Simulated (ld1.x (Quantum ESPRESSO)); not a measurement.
## u(r) = r·R(r): atom against pseudo-atom (Mn (Z = 25))

Columns: radius, all-electron u(r) and pseudo u(r) of the 4p shell (level -1.35 eV) of manganese in the configuration [Ar] 3d5 4s2 4p0; PBEsol, scalar-relativistic, TM scheme, ld1.x (Quantum ESPRESSO) 7.5.

| r (bohr) | all-electron | pseudo |
| --- | --- | --- |
| 0.132 | 0.1039 | 0.0016 |
| 0.265 | 0.0378 | 0.0065 |
| 0.398 | -0.0824 | 0.0147 |
| 0.530 | -0.1591 | 0.0262 |
| 0.663 | -0.1797 | 0.0410 |
| 0.795 | -0.1575 | 0.0590 |
| 0.928 | -0.1093 | 0.0806 |
| 1.060 | -0.0489 | 0.1051 |
| 1.193 | 0.0162 | 0.1330 |
| 1.325 | 0.0801 | 0.1635 |
| 1.458 | 0.1409 | 0.1965 |
| 1.590 | 0.1963 | 0.2308 |
| 1.723 | 0.2467 | 0.2662 |
| 1.855 | 0.2911 | 0.3010 |
| 1.988 | 0.3304 | 0.3348 |
| 2.120 | 0.3644 | 0.3659 |
| 2.252 | 0.3936 | 0.3940 |
| 2.385 | 0.4185 | 0.4186 |
| 2.518 | 0.4393 | 0.4393 |
| 2.650 | 0.4561 | 0.4561 |
| 2.782 | 0.4694 | 0.4694 |
| 2.915 | 0.4797 | 0.4797 |
| 3.048 | 0.4869 | 0.4869 |
| 3.180 | 0.4916 | 0.4916 |
| 3.312 | 0.4939 | 0.4939 |
| 3.445 | 0.4941 | 0.4941 |

How many radial nodes do the two functions have?

The all-electron 4p function has n − l − 1 = 2; the pseudo-wave has 0, since the states of the same l below it are removed with the core.

At about which radius was the pseudo-wave matched?

2.65 bohr. The columns agree to 0.0005 from 2.25 bohr on; several derivatives are matched, so the curves merge somewhat inside the radius.

Is the pseudo-wave norm-conserving?

Yes: the TM scheme keeps the norm inside the radius equal to the all-electron one, which fixes the energy derivative of the logarithmic derivative at the level.
